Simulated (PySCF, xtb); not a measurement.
B(Cl)(GeH3)(OMe) (CH6BClGeO), SMILES CO[B](Cl)[GeH3]. The values are those of a single conformer.

Harmonic wavenumbers (cm⁻¹) from GFN2-xTB run with xtb at its own minimum, in rising order: 73, 105, 133, 176, 180, 274, 373, 387, 465, 504, 794, 852, 901, 904, 995, 1125, 1131, 1312, 1409, 1450, 1464, 1985, 2044, 2122, 2920, 2979, 2987.

**Question.** What does PBE0-D3(BJ)/def2-SVP run with PySCF 2.14.0 give at its own minimum? (An estimate is asked for; the answer gives what the named calculation found.)

**Answer.** 50, 65, 144, 163, 190, 319, 364, 417, 514, 576, 813, 885, 894, 947, 1060, 1181, 1184, 1406, 1463, 1479, 1506, 2131, 2132, 2173, 3050, 3152, 3167. Paired by order, the mean absolute difference is 58 cm⁻¹ and the zero-point energies are 42.9 and 44.9 kcal/mol.
